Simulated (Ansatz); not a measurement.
`ClC[SiH]1O[SiH2]1`, relaxed with RKS PBE0-D4/def2-TZVP in the Gaussian-basis code of Ansatz from a PBE-D4/def2-SVP geometry. The force threshold is 0.005 eV/Å; the program also tests the step.

Total charge 0; spin multiplicity 1.

Start:

```xyz
10

Cl    0.062   -1.576   -2.570
C    -0.863   -0.744   -1.254
Si    0.245   -0.589    0.271
O     1.411    0.687    0.165
Si    0.421    1.278    1.475
H    -1.776   -1.338   -1.045
H    -1.170    0.255   -1.624
H     0.817   -1.925    0.639
H     1.147    1.390    2.786
H    -0.295    2.562    1.157
```

(1) How much energy does the relaxation release, and in how many steps? (Estimate.)

(2) Which bonds change most? (Best estimate.)

(3) Give the relaxed structure. (Best estimate.)

## Answers

(1) The calculation gave: 1.97 kcal/mol, in 7 steps.

(2) Computed: O4–Si5 from 1.745 to 1.698 Å; Si3–O4 from 1.732 to 1.687 Å; Si3–Si5 from 2.228 to 2.194 Å; Cl1–C2 from 1.812 to 1.788 Å.

(3) Ansatz gave: 
```xyz
10

Cl    0.079   -1.527   -2.545
C    -0.856   -0.738   -1.241
Si    0.230   -0.574    0.275
O     1.369    0.667    0.179
Si    0.424    1.265    1.456
H    -1.737   -1.352   -1.045
H    -1.182    0.236   -1.606
H     0.790   -1.897    0.638
H     1.148    1.376    2.746
H    -0.266    2.542    1.142
```
